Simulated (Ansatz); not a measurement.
Reaction (ligand exchange at a Ti–Cl bond): `[OH][Ti]([OH])([OH])[Cl]` + H₂Se → `[OH][Ti]([OH])([OH])[SeH]` + HCl

Gas-phase electronic energies from Ansatz, PBE0-D4/def2-TZVP geometries. CCSD(T)/CBS adds triple-zeta CCSD(T) − MP2 to the extrapolated MP2 energy (def2 sets, frozen cores). This one scheme is used for every species. For Se, Ti outer-core shells are correlated without core-valence functions, which leaves a few kJ/mol of doubt a bond. Scalar relativity is left out up to krypton. Each species was taken in one conformer, which may not be the lowest.

`[OH][Ti]([OH])([OH])[Cl]`:

Z-matrix (Å, degrees):
```
Ti
O 1 1.786
O 1 1.781 2 109.3
O 1 1.780 2 108.5 3 121.6
Cl 1 2.220 2 110.9 3 -119.4
H 2 0.959 1 129.5 3 23.3
H 3 0.957 1 135.9 2 128.1
H 4 0.958 1 134.3 2 147.1
```

H₂Se:

Cartesian coordinates in Å:
```
Se -0.046 0.639 -0.242
H 1.049 -0.185 0.282
H -1.004 -0.454 -0.040
```

`[OH][Ti]([OH])([OH])[SeH]`:

Z-matrix (Å, degrees):
```
Ti
O 1 1.786
O 1 1.782 2 112.3
O 1 1.791 2 111.5 3 -124.3
Se 1 2.451 2 104.2 3 116.3
H 2 0.958 1 132.5 3 -17.2
H 3 0.957 1 136.3 2 101.3
H 4 0.958 1 130.8 2 138.1
H 5 1.472 1 91.1 2 166.3
```

HCl:

```xyz
2

Cl    0.306    0.004    0.561
H    -0.306   -0.004   -0.561
```

| species | MP2/def2-SVP energy (Eh) |
| --- | --- |
| `[OH][Ti]([OH])([OH])[Cl]` | -1535.02993 |
| H₂Se | -2400.95301 |
| `[OH][Ti]([OH])([OH])[SeH]` | -3475.87857 |
| HCl | -460.08324 |

Q: Work out ΔE.

A: ΔE = (-3475.87857) + (-460.08324) − (-1535.02993) − (-2400.95301) = 0.02113 Eh = +13.3 kcal/mol. CCSD(T)/CBS gives +11.7 kcal/mol.

Q: What do rigid-rotor, harmonic-oscillator terms from PBE0-D4/def2-TZVP frequencies (298.15 K, 1 bar) make of the CCSD(T)/CBS value? (Estimate.)

A: The calculation gave: ΔZPE = -0.1 kcal/mol, ΔH = +11.9 kcal/mol, ΔS = -5 J/(mol·K), ΔG = +12.3 kcal/mol.

Largest T1 diagnostic among the species: 0.024, so the coupled-cluster value is less sure than usual.

From BLYP to BHLYP (50 % exact exchange), in def2-TZVPP and without D4, ΔE moves by +0.9 kcal/mol. Leaving LDA and LC-ωPBE aside and taking each functional with its dispersion term where it has one, the values, not all of them listed here, spread over 2.9 kcal/mol, from PBE-D4 to B97M-V. The D4 term adds −0.8 kcal/mol with B3LYP and −0.5 kcal/mol with PBE0; it sums over pairs of atoms, weighted by their polarisabilities, and B3LYP, whose exchange is more repulsive, gets the larger term.

B3LYP here is the variant with VWN-RPA as its local correlation; programs differ in this.
